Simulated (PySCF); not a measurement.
How methods differ on the ionisation energy of B⁺

B⁺ [He] 2s2 (1S) → B²⁺ [He] 2s1 (2S), as a difference of total energies. Computed with PySCF 2.14 in aug-cc-pVQZ-DK, with scalar relativity by spin-free X2C-1e. Correlated levels: valence: 1s2 frozen. The calculations carry no spin-orbit coupling.

```tsv
method	ionisation energy (eV)
UHF	23.450
LDA	24.557
PBE	24.609
r2SCAN	24.271
PW91	24.678
LC-wPBE	24.685
B2PLYP	24.649
MP2 (valence)	24.486
SCS-MP2 (valence)	24.693
```

Q: Estimate what M06 gives.

A: 24.525 eV, closest to LDA among the rows shown.

Q: Estimate what PBE0 gives.

A: 24.566 eV, closest to LDA among the rows shown.

Errors of the correlated levels include the incompleteness of this basis and the frozen core.

MP2 underrates the near-degeneracy of ns² with np² in the lower species.

For comparison: 25.155 eV (measured; NIST Atomic Spectra Database, ionization energies).
